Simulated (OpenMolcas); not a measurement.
## Exact exchange and the HOMO–LUMO gap of YF3

The species is YF3 (4 atoms), meant as a singlet with charge 0. As SMILES, `[F][Y]([F])[F]`. The coordinates come from a PBE0-D4/def2-TZVP relaxation.

The HOMO–LUMO gap y, in eV, basis def2-SVP with a core potential; a is the functional's share of exact exchange. Programs: OpenMolcas 26.06.

| functional | program | a | y (eV) |
| --- | --- | --- | --- |
| PBE | OpenMolcas | 0 | 5.27 |
| revPBE | OpenMolcas | 0 | 5.31 |
| B3LYP | OpenMolcas | 0.2 | 7.30 |
| PBE0 | OpenMolcas | 0.25 | ? |
| BHLYP | OpenMolcas | 0.5 | 10.43 |

Problem. Fit y = c + s·a to the known rows and predict PBE0.

Solution. 
1. Means of the 4 rows: a = 0.1750, y = 7.077.
2. Σ(Δa)² = 0.1675, Σ(Δa·Δy) = 1.7208, so the slope is 1.7208/0.1675 = 10.273.
3. Intercept: 7.077 − (10.273) × 0.1750 = 5.279. The largest residual of the fit is 0.034.
4. PBE0: 5.279 + (10.273) × 0.25 = 7.85 eV.

The run gave 8.00 eV, so the prediction is off by -0.15 eV, more than the scatter of the fit. Exact exchange lowers occupied levels and raises empty ones. The rows mix families of semi-local functionals, which the line can't see.
